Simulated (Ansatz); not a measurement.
The pair A = SiH4 (SMILES [SiH4]) (first 5 atoms), B = C2H6 (SMILES CC); geometry from B3LYP-D3(BJ)/def2-TZVP.
(charge 0, multiplicity 1):
```xyz
13

Si    -0.2623    -0.0583     0.2181
H     -0.0498     1.2741     0.8257
H     -1.6462    -0.5091     0.4846
H      0.6944    -1.0238     0.8031
H     -0.0438     0.0266    -1.2440
C      0.8882     0.2564     4.1617
C     -0.5595    -0.1834     3.9661
H      1.3844     0.4260     3.2044
H      1.4626    -0.4992     4.7011
H      0.9465     1.1855     4.7322
H     -1.1352     0.5719     3.4273
H     -1.0564    -0.3527     4.9235
H     -0.6190    -1.1134     3.3973
```

Correlated levels freeze the cores. MP2 and its Hartree–Fock in aug-cc-pV(T+d)Z are density fitted.

Programs: Ansatz (a quantum-chemistry and plane-wave program) with Gaussian orbitals. Values without a source in brackets are computed.

The counterpoise-corrected interaction energy is E(AB) − E(A in the pair's basis) − E(B in the pair's basis). Total energies (hartree):

```csv
level,AB,A in the pair's basis,B in the pair's basis
HF/aug-cc-pV(D+d)Z,-370.4865748,-291.2506678,-79.2374151
MP2/aug-cc-pV(D+d)Z,-370.9253376,-291.3726540,-79.5513424
HF/aug-cc-pV(T+d)Z,-370.5227031,-291.2639522,-79.2602522
MP2/aug-cc-pV(T+d)Z,-371.0468538,-291.4097547,-79.6354146
CCSD(T)/aug-cc-pV(D+d)Z,-371.0065951,-291.4074645,-79.5977318
```

Problem. Work out the counterpoise-corrected interaction energy at the basis-set limit: extrapolate the MP2 correlation part as X⁻³, take Hartree–Fock from the larger set, and add the CCSD(T) − MP2 difference of aug-cc-pV(D+d)Z.

Solution. 
1. Differences (1 hartree = 627.509 kcal/mol): HF/aug-cc-pV(D+d)Z 0.946; MP2/aug-cc-pV(D+d)Z -0.842; HF/aug-cc-pV(T+d)Z 0.942; MP2/aug-cc-pV(T+d)Z -1.057; CCSD(T)/aug-cc-pV(D+d)Z -0.878.
2. Correlation parts, MP2 less HF: -1.788 in aug-cc-pV(D+d)Z (X = 2), -1.999 in aug-cc-pV(T+d)Z (X = 3).
3. Limit (3³·(-1.999) − 2³·(-1.788))/(3³ − 2³) = -2.088; with HF/aug-cc-pV(T+d)Z it gives -1.146.
4. CCSD(T) less MP2 in aug-cc-pV(D+d)Z: -0.036.
Result: -1.18 kcal/mol, against -0.84 at MP2/aug-cc-pV(D+d)Z. It is an estimate of this method's limit, not of the exact value.
